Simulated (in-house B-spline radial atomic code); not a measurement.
Orbital energies and mean radii along the 3-electron series, configuration [He] 2s1. The effective charge is n√(-2ε), a non-relativistic measure. Computed with a B-spline radial code for spherical atoms: non-relativistic Hartree-Fock, average of the configuration, point nuclei.

```tsv
ion	Z	energy of 1s (Eh)	mean radius of 1s (bohr)	energy of 2s (Eh)	mean radius of 2s (bohr)	effective charge of 1s
Li	3	-2.4777	0.57312	-0.19632	3.8737	2.2261
Be+	4	-5.1383	0.41499	-0.66615	2.28	3.2057
B2+	5	-8.8077	0.32521	-1.3899	1.6361	4.1971
C3+	6	-13.48	0.26734	-2.365	1.28	5.1923
N4+	7	-19.154	0.22694	-3.5909	1.0525	6.1893
O5+	8	-25.828	0.19714	-5.0671	0.89424	7.1872
F6+	9	-33.503	0.17425	-6.7936	0.77757	8.1857
Ne7+	10	-42.178	0.15613	-8.7702	0.68795	9.1846
Mg9+	12	-62.529	0.12924	-13.474	0.55923	11.183
Al10+	13	-74.205	0.11899	-16.201	0.51143	12.182
Si11+	14	-86.88	0.11024	-19.178	0.47118	13.182
```

Q: How does the screening of 1s change?

A: Z less the effective charge goes from 0.77 at Z = 3 to 0.82 at Z = 14.
